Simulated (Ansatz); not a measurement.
Basis sets compared for SnGe5 (the lowest singlet isomer of a short search). Total charge 0; singlet. Geometry r2SCAN-D4/def2-SVP. Ansatz on 4 threads of Intel Xeon on a shared host; times are rough, and most runs start from earlier orbitals.

Cartesian coordinates in Å:
```
Ge 1.448 -0.162 -0.117
Ge -1.444 0.090 0.215
Ge -0.081 1.205 -1.627
Ge -0.289 -1.525 -1.364
Ge 0.273 1.763 1.042
Sn 0.093 -1.371 1.851
```

In the def2 sets Sn takes a core potential; there is no spin–orbit coupling. The restricted singlet is unstable towards broken spin symmetry in Hartree–Fock (as tested in another run); at PBE-D4/def2-SVP, PBE-D4/def2-TZVPD, PBE0-D4/def2-SVP, PBE0-D4/def2-TZVP and others this wasn't settled. The structure comes from a short search, and lower isomers may exist.

Binding counts from free atoms (Ge triplet, Sn triplet) in the same basis, without a counterpoise term.

| level | functions | energy (Eh) | HOMO (eV) | LUMO (eV) | binding per atom (eV) | wall time |
| --- | --- | --- | --- | --- | --- | --- |
| PBE-D4/def2-SVP | 186 | -10596.6467 | -5.30 | -3.29 | 3.16 | 4.5 s |
| PBE-D4/def2-TZVP | 290 | -10597.9616 | -5.25 | -3.25 | 3.19 | 9.5 s |
| PBE0-D4/def2-SVP | 186 | -10596.8920 | -6.14 | -2.74 | 3.00 | 13 s |
| PBE0-D4/def2-TZVP | 290 | -10598.2051 | -6.07 | -2.68 | 3.04 | 47 s |

Question: Estimate the rows for PBE-D4/def2-TZVPD, PBE0-D4/def2-TZVPD.

Answer: 
| level | functions | energy (Eh) | HOMO (eV) | LUMO (eV) | binding per atom (eV) | wall time |
| --- | --- | --- | --- | --- | --- | --- |
| PBE-D4/def2-TZVPD | 326 | -10597.9636 | -5.27 | -3.26 | 3.19 | 13 s |
| PBE0-D4/def2-TZVPD | 326 | -10598.2072 | -6.08 | -2.69 | 3.05 | 39 s |
